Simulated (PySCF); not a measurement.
**K (potassium, neutral) across methods**

[Ar] 4p1, 2P determinant (an excited configuration). Computed with PySCF 2.14 in aug-cc-pwCVTZ-X2C, with scalar relativity by spin-free X2C-1e.

```tsv
method	E (hartree)	mean ε 3p α (eV)	mean ε 3p β (eV)	mean ε 4p α (eV)	Σ⟨r²⟩ (bohr²)	⟨S²⟩
r2SCAN	-602.144	-20.786	-20.767	-1.599	68.78	0.750
B3LYP	-602.199	-21.768	-21.740	-1.857	68.52	0.750
PBE0	-602.013	-22.219	-22.184	-1.957	69.24	0.750
LDA	-600.428	-20.197	-20.167	-1.597	67.89	0.750
UHF	-601.41215	-27.438	-27.391	-2.604	77.26	0.750
wB97X	-602.181	-25.004	-24.990	-2.691	75.07	0.750
TPSSh	-602.195	-21.166	-21.138	-1.704	68.96	0.750
wB97X-V	-602.095	-24.911	-24.884	-2.708	72.44	0.750
PBE	-601.972	-20.123	-20.092	-1.645	67.89	0.750
```
